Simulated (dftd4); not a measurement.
dilithium (Li2), singlet, geometry from GFN2-xTB (such geometries of metal compounds can be far from the true shape); dftd4 4.2.0 with D4 for r2scan.

Here is a job for dftd4.
```
$ dftd4 mol.xyz --func r2scan --charge 0 --json dftd4.json --noedisp

# file mol.xyz
2

Li    -0.00000000    -0.00000000    -1.14955939
Li     0.00000000     0.00000000     1.14955939
```

### Question
Predict the main parts of the log of this dftd4 run.

### Answer

```
                    ____  _____ _____     ____  _  _
      -------------|  _ \|  ___|_   _|---|  _ \| || |------------
     |             | | | | |_    | | ___ | | | | || |_           |
     |             | |_| |  _|   | ||___|| |_| |__   _|          |
     |             |____/|_|     |_|     |____/   |_|            |
     |             ===================================           |
     |            E. Caldeweyher, S. Ehlert & S. Grimme          |
     |          Mulliken Center for Theoretical Chemistry        |
     |                    University of Bonn                     |
      -----------------------------------------------------------

Rational (Becke-Johnson) damping: r2scan-D4-ATM
---------------------
  s6         1.0000
  s8         0.6019
  s9         1.0000
  a1         0.5156
  a2         5.7734
 alp        16.0000
--------------------

Dispersion energy:      -5.6566249503338E-05 Eh

[Info] JSON dump of results written to 'dftd4.json'
```
